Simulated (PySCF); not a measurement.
C$_{3}$H$_{9}$GaO$_{2}$ (SMILES CC[CH2][Ga]([OH])[OH]), singlet, at a GFN2-xTB geometry (such geometries of metal compounds can be far from the true shape), with bond 11-7 at 2.4 times its length; CASSCF(2,2)+NEVPT2/STO-3G (PySCF).

Here is a job for PySCF.
```python
from pyscf import gto, scf, mcscf, mrpt
import numpy

mol = gto.M(
    atom='''
Ga    0.16430654    0.02264364    0.82539477
O    -0.14976693   -0.85840340    2.30218644
H     0.10260481   -0.72584467    3.21254899
O     1.13584100    1.48021047    0.84413899
H     1.56323340    1.92338415    1.57341705
C    -0.61768893   -0.67160050   -0.91694251
C    -0.22905458    0.21353405   -2.09355842
C    -0.82672969   -0.31200392   -3.39575327
H    -1.70215124   -0.71720633   -0.79322071
H    -0.25950791   -1.69487323   -1.05119768
H    -1.06715968    2.66332308   -1.66955673
H     0.85997810    0.25234714   -2.18061016
H    -0.47253944   -1.32029867   -3.60042394
H    -0.54163902    0.32805606   -4.22735861
H    -1.91296954   -0.33583086   -3.33657983
''',
    basis='sto-3g',
    verbose=4,
)

mf = scf.RHF(mol)
mf.kernel()
mc = mcscf.CASSCF(mf, 2, 2)
mc.fix_spin_(ss=0.0)
mc.kernel()
occ = numpy.linalg.eigvalsh(mc.fcisolver.make_rdm1(mc.ci, mc.ncas, mc.nelecas))[::-1]
ss = mc.fcisolver.spin_square(mc.ci, mc.ncas, mc.nelecas)[0]
print('natural occupations', occ.round(4), ' <S^2>', round(ss, 4))
e2 = mrpt.NEVPT(mc).kernel()
print('E(NEVPT2) = %.10f' % (mc.e_tot + e2))
```

What the program printed (banner, timings and long lists left out):

```
PySCF version 2.14.0

[INPUT] verbose = 4
[INPUT] num. atoms = 15
[INPUT] num. electrons = 74
[INPUT] charge = 0
[INPUT] spin (= nelec alpha-beta = 2S) = 0
[INPUT] symmetry False subgroup None
[INPUT] Mole.unit = angstrom
[INPUT] Symbol           X                Y                Z      unit          X                Y                Z       unit  Magmom
[...]
nuclear repulsion = 451.993851987848
number of shells = 32
number of NR pGTOs = 156
number of NR cGTOs = 52
basis = sto-3g
ecp = {}

******** <class 'pyscf.scf.hf.RHF'> ********
method = RHF
initial guess = minao
damping factor = 0
level_shift factor = 0
DIIS = <class 'pyscf.scf.diis.CDIIS'>
diis_start_cycle = 1
diis_space = 8
diis_damp = 0
SCF conv_tol = 1e-09
SCF conv_tol_grad = None
SCF max_cycles = 50
direct_scf = True
direct_scf_tol = 1e-13
Set gradient conv threshold to 3.16228e-05
Initial guess from minao.
init E= -2163.73691590756
[...]
cycle= 1 E= -2165.39482714851  delta_E= -1.66  |g|= 0.781  |ddm|= 4.44
[...]
cycle= 2 E= -2165.61701201134  delta_E= -0.222  |g|= 0.418  |ddm|= 1.88
[...]
cycle= 3 E= -2165.67425842152  delta_E= -0.0572  |g|= 0.225  |ddm|= 1.07
[...]
cycle= 4 E= -2165.69781628641  delta_E= -0.0236  |g|= 0.0355  |ddm|= 0.425
[...]
cycle= 5 E= -2165.6985138467  delta_E= -0.000698  |g|= 0.00987  |ddm|= 0.0771
[...]
cycle= 6 E= -2165.69859965655  delta_E= -8.58e-05  |g|= 0.00362  |ddm|= 0.0307
[...]
cycle= 7 E= -2165.69862088652  delta_E= -2.12e-05  |g|= 0.00148  |ddm|= 0.0195
[...]
cycle= 8 E= -2165.69862474983  delta_E= -3.86e-06  |g|= 0.000661  |ddm|= 0.00891
[...]
cycle= 9 E= -2165.6986255122  delta_E= -7.62e-07  |g|= 0.00021  |ddm|= 0.00445
[...]
cycle= 10 E= -2165.69862557552  delta_E= -6.33e-08  |g|= 7.5e-05  |ddm|= 0.00115
[...]
cycle= 11 E= -2165.69862558283  delta_E= -7.31e-09  |g|= 3.66e-05  |ddm|= 0.000326
[...]
cycle= 12 E= -2165.69862558519  delta_E= -2.36e-09  |g|= 1.41e-05  |ddm|= 0.000215
[...]
cycle= 13 E= -2165.69862558555  delta_E= -3.58e-10  |g|= 9.14e-06  |ddm|= 7.58e-05
[...]
Extra cycle  E= -2165.69862558561  delta_E= -6.91e-11  |g|= 8.06e-06  |ddm|= 2.9e-05
converged SCF energy = -2165.69862558561

******** <class 'pyscf.mcscf.mc1step.CASSCF'> ********
CAS (1e+1e, 2o), ncore = 36, nvir = 14
max_cycle_macro = 50
max_cycle_micro = 4
conv_tol = 1e-07
conv_tol_grad = None
orbital rotation max_stepsize = 0.02
orbital rotation threshold for CI restart = 0.01
augmented hessian ah_max_cycle = 30
augmented hessian ah_conv_tol = 1e-12
augmented hessian ah_linear dependence = 1e-14
augmented hessian ah_level shift = 1e-08
augmented hessian ah_start_tol = 2.5
augmented hessian ah_start_cycle = 3
augmented hessian ah_grad_trust_region = 3
kf_trust_region = 3
kf_interval = 4
ci_response_space = 4
ci_grad_trust_region = 3
with_dep4 0
natorb = False
canonicalization = True
sorting_mo_energy = False
ao2mo_level = 2
internal_rotation = False
******** <class 'pyscf.fci.addons.SpinPenaltyFCISolver'> ********
max. cycles = 50
conv_tol = 1e-08
davidson only = True
linear dependence = 1e-12
level shift = 0.001
max iter space = 12
nroots = 1
pspace_size = 400
spin = None
CASCI E = -2165.86464645508  S^2 = 0.0000000
Set conv_tol_grad to 0.000316228
macro iter   1 ( 12 JK    4 micro), CASSCF E = -2165.87785487521  dE = -1.32084201e-02  S^2 = 0.0000000
               |grad[o]|=0.0921  |grad[c]|=0.0141  |ddm|=0.00986  |maxRot[o]|=0.0756
macro iter   2 (  5 JK    2 micro), CASSCF E = -2165.87786327125  dE = -8.39603490e-06  S^2 = 0.0000000
               |grad[o]|=0.00241  |grad[c]|=1.12e-05  |ddm|=0.000161  |maxRot[o]|=0.00174
macro iter   3 (  3 JK    1 micro), CASSCF E = -2165.87786327251  dE = -1.25783117e-09  S^2 = 0.0000000
               |grad[o]|=3.72e-05  |grad[c]|=4.56e-07  |ddm|=7.03e-16  |maxRot[o]|=2.23e-05
1-step CASSCF converged in   3 macro ( 20 JK   7 micro) steps
CASSCF canonicalization
Density matrix diagonal elements [1.2920762 0.7079238]
CASSCF energy = -2165.87786327251
CASCI E = -2165.87786327251  E(CI) = -1.04164877918629  S^2 = 0.0000000
natural occupations [1.2938 0.7062]  <S^2> 0.0

******** <class 'pyscf.mrpt.nevpt2.NEVPT'> ********
NEVPT2 (1e+1e, 2o), ncore = 36, nvir = 14
root = 0
Natural occ [1.29380938 0.70619062]
Natural orbital (expansion on meta-Lowdin AOs) in CAS space
               #1        #2
0 Ga 1s          0.00005  -0.00007
0 Ga 2s         -0.00005  -0.00016
0 Ga 3s         -0.00067   0.00140
0 Ga 4s         -0.02352   0.02662
0 Ga 2px         0.00002  -0.00002
0 Ga 2py        -0.00000  -0.00001
0 Ga 2pz         0.00004  -0.00004
0 Ga 3px        -0.00053   0.00047
0 Ga 3py        -0.00002   0.00025
0 Ga 3pz        -0.00114   0.00096
0 Ga 4px         0.01200  -0.01660
0 Ga 4py         0.01637  -0.00518
0 Ga 4pz         0.01599  -0.02218
0 Ga 3dxy        0.00021   0.00857
0 Ga 3dyz        0.00644  -0.00189
0 Ga 3dz^2      -0.00369   0.00300
0 Ga 3dxz        0.00155   0.00119
0 Ga 3dx2-y2     0.00156  -0.00518
1 O 1s          -0.00008   0.00006
1 O 2s           0.00684  -0.00477
1 O 2px          0.00242   0.00279
1 O 2py          0.00170  -0.00337
1 O 2pz         -0.00736   0.00469
2 H 1s          -0.00577   0.00496
3 O 1s           0.00000   0.00007
3 O 2s          -0.00131  -0.00555
3 O 2px          0.00606   0.00705
3 O 2py         -0.00193   0.00046
3 O 2pz          0.00043   0.00178
4 H 1s          -0.00040   0.00516
5 C 1s           0.00062  -0.00056
5 C 2s          -0.03550   0.02994
5 C 2px         -0.01858   0.01600
5 C 2py         -0.05365   0.05269
5 C 2pz          0.01299  -0.01963
6 C 1s          -0.00008   0.00113
6 C 2s           0.24141  -0.25425
6 C 2px         -0.21904   0.22039
6 C 2py          0.58220  -0.59501
6 C 2pz          0.10265  -0.10431
7 C 1s           0.00064  -0.00058
7 C 2s          -0.02987   0.02586
7 C 2px         -0.01559   0.01524
7 C 2py         -0.03449   0.03630
7 C 2pz         -0.04735   0.04849
8 H 1s          -0.03123   0.03281
9 H 1s           0.09271  -0.09348
10 H 1s          0.71510   0.69874
11 H 1s         -0.05370   0.05258
12 H 1s          0.08841  -0.09048
13 H 1s         -0.02867   0.03111
14 H 1s         -0.03317   0.03452
<CAS-nat-orb|mo-hf>  37     37       0.98792502
<CAS-nat-orb|mo-hf>  38     38       0.99552471
Sr    (-1)',   E = -0.00000000000186
Si    (+1)',   E = -0.00000000000275
Sijrs (0)  ,   E = -0.26012748505678
Sijr  (+1) ,   E = -0.00474708791237
Srsi  (-1) ,   E = -0.00376168640706
Srs   (-2) ,   E = -0.00000831611362
Sij   (+2) ,   E = -0.00004814877226
Sir   (0)' ,   E = -0.00326664519568
Nevpt2 Energy = -0.271959369462373
E(NEVPT2) = -2166.1498226420
```
